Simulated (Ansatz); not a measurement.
`C[O][GeH2][GaH2]` + H₂Te → `[GaH2][GeH2][TeH]` + CH₃OH at 298.15 K and 1 bar (ligand exchange at a Ge–O bond).

Gas-phase electronic energies from Ansatz, PBE0-D4/def2-TZVP geometries. CBS: MP2 limit from def2 TZ/QZ plus the TZ coupled-cluster correction, frozen cores. This one scheme is used for every species. Elements past krypton have def2 core potentials. For Ga, Ge, Te outer-core shells are correlated without core-valence functions, which leaves a few kJ/mol of doubt a bond. Scalar relativity is left out up to krypton. One conformer a species, not always the lowest.

| species | CCSD(T)/CBS energy (Eh) | H − E (kJ/mol) | S (J/(mol·K)) |
| --- | --- | --- | --- |
| `C[O][GeH2][GaH2]` | -4117.47402 | 209.7 | 383.0 |
| H₂Te | -268.91024 | 41.3 | 228.4 |
| `[GaH2][GeH2][TeH]` | -4270.78896 | 116.6 | 399.5 |
| CH₃OH | -115.61712 | 146.3 | 238.2 |

H − E and S are ideal-gas, rigid-rotor, harmonic terms from PBE0-D4/def2-TZVP, for one conformer and one mirror image of each species. 1 Eh = 2625.50 kJ/mol, R = 8.31446 J/(mol·K).

Problem. By hand: ΔE, ΔH, ΔS and ΔG.

Solution. ΔE = (-4270.78896) + (-115.61712) − (-4117.47402) − (-268.91024) = -0.02182 Eh = -57.3 kJ/mol. Δ(H − E) = 116.6 + 146.3 − 209.7 − 41.3 = 11.9, so ΔH = -45.4 kJ/mol. ΔS = 399.5 + 238.2 − 383.0 − 228.4 = 26.3 J/(mol·K). ΔG = -45.4 − 298.15 × (26.3)/1000 = -53.2 kJ/mol.

Problem. By hand: the equilibrium constant, and the temperature at which ΔG would vanish if ΔH and ΔS stayed fixed.

Solution. log₁₀ K = −ΔG/(RT ln 10) = 9.3. ΔH and −TΔS have one sign here, so there is no such temperature.

ΔH outweighs TΔS. A doubt of 5 kJ/mol in ΔE shifts log₁₀ K by 0.9 here. Other conformers and mirror images would add mixing entropy, several J/(mol·K) or more a flexible species. Modes under 60 cm⁻¹, often nearly free rotors, make the harmonic entropy too high. These are equilibria of isolated gas molecules and say nothing of rates. Largest T1 diagnostic: 0.013 (customary marks: 0.02 for closed shells, 0.045 for open ones).
